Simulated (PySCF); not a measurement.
Computed with PySCF, PBE0, basis Sn def2-SVP with ECP28, Cl def2-SVP (scalar-relativistic core potentials, no spin–orbit coupling, density fitting). Open shells, if any, are unrestricted.

What shape and geometry does isolated singlet SnCl4 take (every ligand bound to Sn)?

Counting electrons, tin keeps none of its valence electrons outside its bonds, so the VSEPR class is AX4 and the expected shape is tetrahedral (Td), as computed. The lowest minimum found is a singlet of Td symmetry with Sn–Cl 2.317 Å (×4); Cl–Sn–Cl 109.5° (×6). Its harmonic wavenumbers are 95 (e), 124 (t2), 361 (a1), 408 (t2) cm⁻¹ and its dipole moment is 0.00 D.
